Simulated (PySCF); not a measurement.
C2H7FSn, SMILES [CH3][SnH]([CH3])[F]. Atoms are numbered in the order given.

```xyz
11

Sn     0.2461    -0.0193     0.0000
C     -0.4625     0.9191     1.8086
C     -0.4625     0.9191    -1.8086
F     -0.5752    -1.8008     0.0000
H      1.9414    -0.3368     0.0000
H      0.0133     1.9032     1.9336
H     -0.2195     0.2870     2.6742
H     -1.5524     1.0488     1.7471
H     -0.2195     0.2870    -2.6742
H      0.0133     1.9032    -1.9336
H     -1.5524     1.0488    -1.7471
```
Charge 0, spin multiplicity 1.

Geometry: B3LYP-D3(BJ)/def2-SVP. The def2 effective core potentials stand for the cores of Sn; spin–orbit coupling is left out.

These are PySCF with PBE/def2-TZVP values and carry that method's errors.

Gas-phase values at a fixed geometry.

```json
{
 "total_energy": "-394.45479 hartree",
 "point_group": "Cs",
 "highest_occupied_level": "-7.00 eV",
 "lowest_empty_level": "-0.93 eV",
 "orbital_gap": "6.07 eV",
 "dipole_moment": "3.09 D",
 "quadrupole, principal values (traceless, Buckingham form, about the centre of nuclear charge)": "-5.92, 1.71, 4.21 D·Å",
 "mean_static_polarisability": "65.7 bohr³ (9.74 Å³)",
 "polarisability_principal_values": "56.2, 65.1, 75.9 bohr³"
}
```
